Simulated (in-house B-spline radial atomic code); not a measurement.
How numerical settings move a run on Zn+, [Ar] 3d10 4s1. Computed with an all-electron radial atomic-structure program (B-spline basis): Dirac-Kohn-Sham LDA VWN5, spherical fractional occupations, Fermi nucleus of rms radius 3.9283 fm.

Command:
```bash
python run_scf.py task.json out
```
Settings of the sound reference run:
```
Z                30
electrons        29
configuration    [Ar] 3d10 4s1
hamiltonian      dirac
method           lda,vwn
spin_polarised   False
nucleus          fermi
rms_radius       3.9283
mass_number      64
atomic_mass      63.92914
speed_of_light   137.036
knot_spacing     0.22
spline_order     8
gauss_points     12
box_radius       35.29
max_iterations   70
damping          0.5
damped_steps     3
diis_vectors     10
tolerance        1e-08
start            Thomas-Fermi
```

Run time, properties included: 1.3 s on 1 thread of Arm Neoverse V1 (shared host).

It converges in 10 iterations to -1793.014766 hartree, with 4s1/2 at -14.3408 eV. The other runs change the listed settings, some to values that make no sense; their results aren't properties of the atom or ion. Radii are in bohr (the nuclear one in fm), a minus after a letter asks for a j subshell, and «unchanged» means within 1e-8 hartree. The run stops when the residual is below 10 × tolerance × max(1, Z/10), or a noise floor if that is larger, and the energy moves by less than 1e-8 × √|E| hartree; so very loose and very tight tolerances often act alike.

| changed settings | outcome |
| --- | --- |
| box_radius = 3.53 | converged in 10 iterations, energy +1.88e-01 hartree from the reference, 4s1/2 level +5.5e+00 eV (the program warns: 4s1/2 reaches the box edge; 3s1/2 reaches the box edge) |
| box_radius = 7.06 | converged in 10 iterations, energy +5.48e-04 hartree from the reference, 4s1/2 level +3.6e-02 eV (the program warns: 4s1/2 reaches the box edge; 3d3/2 reaches the box edge) |
| damping = 0.8 | converged in 10 iterations, energy unchanged |
| damping = 0.2 | converged in 12 iterations, energy unchanged, 4s1/2 level +5.3e-07 eV |
| damped_steps = 8 | converged in 14 iterations, energy unchanged, 4s1/2 level +1.6e-06 eV |
| max_iterations = 60, damped_steps = 8, start = bare nucleus | converged in 14 iterations, energy unchanged, 4s1/2 level +9.2e-06 eV |
| method = hf, speed_of_light = 15.00544 | stopped with error: Z/c is past the critical charge |
| box_radius = 2.12 | converged in 9 iterations, energy +2.85e+00 hartree from the reference, 4s1/2 level +5.2e+01 eV (the program warns: 4s1/2 has a positive eigenvalue: unbound, held by the box; 3d3/2 has a positive eigenvalue: unbound, held by the box) |
| knot_spacing = 2, gauss_points = 6, box_radius = 5.29, max_iterations = 50, tolerance = 0.0001 | converged in 10 iterations, energy +5.65e+01 hartree from the reference, 4s1/2 level +7.3e-01 eV (the program warns: 4s1/2 reaches the box edge; 1s1/2 reaches the box edge) |
| damping = 0.95 | converged in 11 iterations, energy unchanged, 4s1/2 level +2.5e-06 eV |
| damping = 0 | converged in 12 iterations, energy unchanged, 4s1/2 level +3.4e-07 eV |
| first_knot = 0.01, max_iterations = 75, start = bare nucleus | converged in 11 iterations, energy +1.56e-02 hartree from the reference, 4s1/2 level +8.0e-05 eV |
| damped_steps = 1 | converged in 10 iterations, energy unchanged, 4s1/2 level +1.3e-06 eV |
| box_radius = 10.59 | converged in 10 iterations, energy +9.68e-07 hartree from the reference, 4s1/2 level +1.1e-04 eV (the program warns: 4s1/2 reaches the box edge) |

Problem. What happens with damped_steps = 30?

Solution. Converged in 33 iterations, energy unchanged, 4s1/2 level +1.5e-06 eV.

Problem. What happens with box_radius = 1.41?

Solution. Converged in 8 iterations, energy +1.90e+01 hartree from the reference, 4s1/2 level +2.4e+02 eV (the program warns: 4s1/2 has a positive eigenvalue: unbound, held by the box; 3d3/2 has a positive eigenvalue: unbound, held by the box).

Problem. What happens with electrons = 30, configuration = [Ar] 3d10 4s1 5p-1, max_iterations = 50?

Solution. Converged in 10 iterations to -1793.0867 hartree, a different physical problem (warning: 5p1/2 reaches the box edge).

Problem. What happens with box_radius = 5.29?

Solution. Converged in 10 iterations, energy +1.05e-02 hartree from the reference, 4s1/2 level +4.8e-01 eV (the program warns: 4s1/2 reaches the box edge; 3d3/2 reaches the box edge).
